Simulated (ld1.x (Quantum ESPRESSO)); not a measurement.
**F (Z = 9), ultrasoft: configuration errors across variants**

F (Z = 9), ultrasoft, made with ld1.x (Quantum ESPRESSO) 7.5 (PBE, scalar-relativistic). Core [He], reference 2s1 2p6. Waves: 2s (bound): rcut 0.70, rcutus 0.75 bohr; 2s channel at 2.9 Ry: rcut 0.70, rcutus 0.75 bohr; 2p (bound): rcut 1.00, rcutus 1.35 bohr; 2p channel at -0.5 Ry: rcut 1.00, rcutus 1.35 bohr; 3d channel at 0.25 Ry: rcut 0.95, rcutus 1.25 bohr; 3d channel at 1.75 Ry: rcut 0.95, rcutus 1.25 bohr. Local part: all-electron potential smoothed inside 0.70 bohr (lloc = -1). Core correction: a·sin(br)/r model core, default radius (core density twice the valence density). Augmentation charge: PSQ, radius 0.65 bohr.

All-electron excitation energies from the reference (eV): (1) 2s2 2p5 -18.814; (2) 2s2 2p4 0.577; (3) 2s2 2p3 38.961; (4) 2s2 2p2 99.599; (5) 2s1 2p5 19.679; (6) 2s2 2p5.3 -21.483; (7) 2s2 2p1 185.401.

The overlap operator is not positive definite (basis up to 400 Ry) in “base”, “all radii but the core radius scaled by about 0.75 (s 0.56, p 1.02, d 0.94 bohr, rcut 0.54/0.76/0.72); local potential all-electron potential smoothed inside 0.54 bohr (lloc = -1); augmentation PSQ, radius 0.50 bohr”, “all radii but the core radius scaled by about 0.89 (s 0.66, p 1.20, d 1.12 bohr, rcut 0.62/0.90/0.84); local potential all-electron potential smoothed inside 0.62 bohr (lloc = -1); augmentation PSQ, radius 0.58 bohr”, “all radii but the core radius scaled by about 1.09 (s 0.82, p 1.46, d 1.36 bohr, rcut 0.76/1.08/1.04); local potential all-electron potential smoothed inside 0.76 bohr (lloc = -1); augmentation PSQ, radius 0.70 bohr”, “all radii but the core radius scaled by about 1.19 (s 0.90, p 1.60, d 1.48 bohr, rcut 0.84/1.18/1.12); local potential all-electron potential smoothed inside 0.84 bohr (lloc = -1); augmentation PSQ, radius 0.78 bohr”. Such files are unfit for use, however small their errors in these radial tests.

Errors AE − PS in meV (a dash: test not solved or not reliable):

| change | (1) | (2) | (3) | (4) | (5) | (6) | (7) | bound ghosts |
| --- | --- | --- | --- | --- | --- | --- | --- | --- |
| base | +5.2 | +2.0 | -11 | -42 | -1.0 | +5.4 | -99 | not determined (overlap not positive) |
| all radii but the core radius scaled by about 0.75 (s 0.56, p 1.02, d 0.94 bohr, rcut 0.54/0.76/0.72); local potential all-electron potential smoothed inside 0.54 bohr (lloc = -1); augmentation PSQ, radius 0.50 bohr | +19 | +25 | +36 | +53 | -0.1 | +19 | +78 | not determined (overlap not positive) |
| all radii but the core radius scaled by about 0.89 (s 0.66, p 1.20, d 1.12 bohr, rcut 0.62/0.90/0.84); local potential all-electron potential smoothed inside 0.62 bohr (lloc = -1); augmentation PSQ, radius 0.58 bohr | +12 | +13 | +13 | +6.6 | -0.4 | +12 | -12 | not determined (overlap not positive) |
| all radii but the core radius scaled by about 1.09 (s 0.82, p 1.46, d 1.36 bohr, rcut 0.76/1.08/1.04); local potential all-electron potential smoothed inside 0.76 bohr (lloc = -1); augmentation PSQ, radius 0.70 bohr | +0.2 | -6.8 | -31 | -89 | -1.8 | +0.8 | -179 | not determined (overlap not positive) |
| all radii but the core radius scaled by about 1.19 (s 0.90, p 1.60, d 1.48 bohr, rcut 0.84/1.18/1.12); local potential all-electron potential smoothed inside 0.84 bohr (lloc = -1); augmentation PSQ, radius 0.78 bohr | -3.9 | -16 | -62 | -165 | -4.2 | -2.9 | -300 | not determined (overlap not positive) |
| all radii but the core radius scaled by about 1.29 (s 0.96, p 1.74, d 1.62 bohr, rcut 0.90/1.30/1.22); local potential all-electron potential smoothed inside 0.90 bohr (lloc = -1); augmentation PSQ, radius 0.84 bohr | -4.4 | -21 | -92 | -243 | -8.8 | -3.4 | -406 | none |

Question: Give the same row for: all radii but the core radius scaled by about 1.36 (s 1.02, p 1.84, d 1.70 bohr, rcut 0.96/1.36/1.30); local potential all-electron potential smoothed inside 0.96 bohr (lloc = -1); augmentation PSQ, radius 0.88 bohr.

Answer: -5.1, -28, -126, -323, -15, -4.1, -495; bound ghosts: none.
